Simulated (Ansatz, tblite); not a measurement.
Removing and adding an electron: Cu2Te (the lowest singlet isomer of a short search). Total charge 0; singlet. Geometry: B3LYP-D4/def2-TZVP. Ansatz, gas phase; energy differences of separate SCF runs; the oxidised species was run as a doublet alone; the reduced species was run as a doublet alone.

Cartesian coordinates in Å:
```
Cu -1.0372 0.1537 1.0508
Cu 1.1581 -0.9272 0.0543
Te -0.1208 0.7735 -1.1051
```

In the def2 sets Te takes a core potential; there is no spin–orbit coupling. The xTB rows come from tblite. The structure comes from a short search, and lower isomers may exist.

```json
{"level": "GFN1-xTB", "−HOMO (eV)": "10.62", "vertical IE (eV)": "13.58", "−LUMO (eV)": "8.29", "vertical EA (eV)": "5.48", "HOMO–LUMO gap (eV)": "2.33", "IE − EA (eV)": "8.09", "remarks": "–"}
{"level": "GFN2-xTB", "−HOMO (eV)": "7.81", "vertical IE (eV)": "11.32", "−LUMO (eV)": "5.37", "vertical EA (eV)": "3.09", "HOMO–LUMO gap (eV)": "2.44", "IE − EA (eV)": "8.23", "remarks": "–"}
{"level": "PBE-D4/def2-TZVP", "−HOMO (eV)": "4.63", "vertical IE (eV)": "7.36", "−LUMO (eV)": "3.40", "vertical EA (eV)": "–", "HOMO–LUMO gap (eV)": "1.23", "IE − EA (eV)": "–", "remarks": "–"}
{"level": "PBE-D4/def2-TZVPD", "−HOMO (eV)": "4.69", "vertical IE (eV)": "–", "−LUMO (eV)": "3.46", "vertical EA (eV)": "1.36", "HOMO–LUMO gap (eV)": "1.23", "IE − EA (eV)": "–", "remarks": "HOMO above zero (-1 doublet)"}
{"level": "r2SCAN-D4/def2-TZVP", "−HOMO (eV)": "4.73", "vertical IE (eV)": "7.27", "−LUMO (eV)": "3.20", "vertical EA (eV)": "–", "HOMO–LUMO gap (eV)": "1.53", "IE − EA (eV)": "–", "remarks": "–"}
{"level": "r2SCAN-D4/def2-TZVPD", "−HOMO (eV)": "4.77", "vertical IE (eV)": "–", "−LUMO (eV)": "3.26", "vertical EA (eV)": "1.38", "HOMO–LUMO gap (eV)": "1.52", "IE − EA (eV)": "–", "remarks": "HOMO above zero (-1 doublet)"}
{"level": "PBE0-D4/def2-TZVP", "−HOMO (eV)": "5.45", "vertical IE (eV)": "7.26", "−LUMO (eV)": "2.56", "vertical EA (eV)": "–", "HOMO–LUMO gap (eV)": "2.89", "IE − EA (eV)": "–", "remarks": "–"}
{"level": "PBE0-D4/def2-TZVPD", "−HOMO (eV)": "5.50", "vertical IE (eV)": "–", "−LUMO (eV)": "2.64", "vertical EA (eV)": "1.24", "HOMO–LUMO gap (eV)": "2.86", "IE − EA (eV)": "–", "remarks": "HOMO above zero (-1 doublet)"}
```

Relaxing the oxidised species (B3LYP-D4/def2-TZVP) changes its energy by -0.03 eV at PBE0-D4/def2-TZVP, so the adiabatic ionisation energy to this nearest minimum is 7.23 eV. At PBE-D4/def2-TZVP that geometry lies 0.06 eV above the vertical one, so it gives no adiabatic value.     A HOMO above zero means that the electron is unbound at that level or that self-interaction error raises the level; the energy of removing that electron tells which. Raw xTB energy differences between charge states are shifted by several eV; the methods need an empirical correction for them.
